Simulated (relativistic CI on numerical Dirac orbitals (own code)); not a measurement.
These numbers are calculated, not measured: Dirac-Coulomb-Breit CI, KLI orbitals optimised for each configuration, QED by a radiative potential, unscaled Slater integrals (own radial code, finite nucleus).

The strongest absorption lines from the ground level of an ion, among the configurations computed and to levels below about 308 eV (vacuum wavelength in nm, gf): 4.0859 (0.041), 4.0883 (0.021), 4.6561 (0.082), 4.6618 (0.043), 6.3440 (0.25), 6.3654 (0.13), 38.917 (0.58), 41.115 (0.27).

Question: Which ion is it?
A. Fe15+
B. Ti11+
C. Cr11+
D. Cr13+

Answer: D. Cr13+ has 11 electrons and the ground level 3s 2S_1/2; the strongest line goes to 3p 2P°_3/2. The pattern of lines fixes the number of electrons, and along that sequence the line energies rise steadily with the charge (about as its square where n changes within one kind of shell, about linearly where n is kept but much faster in heavy ions where fine structure, which grows about as Z⁴, sets the gap, and irregularly where shells cross), which fixes Z. Configurations outside the model, such as inner-shell arrays, can give stronger lines. At this charge energies of transitions that change n are usually good to better than 1 %, and those within a shell (Δn = 0) to a few per cent.
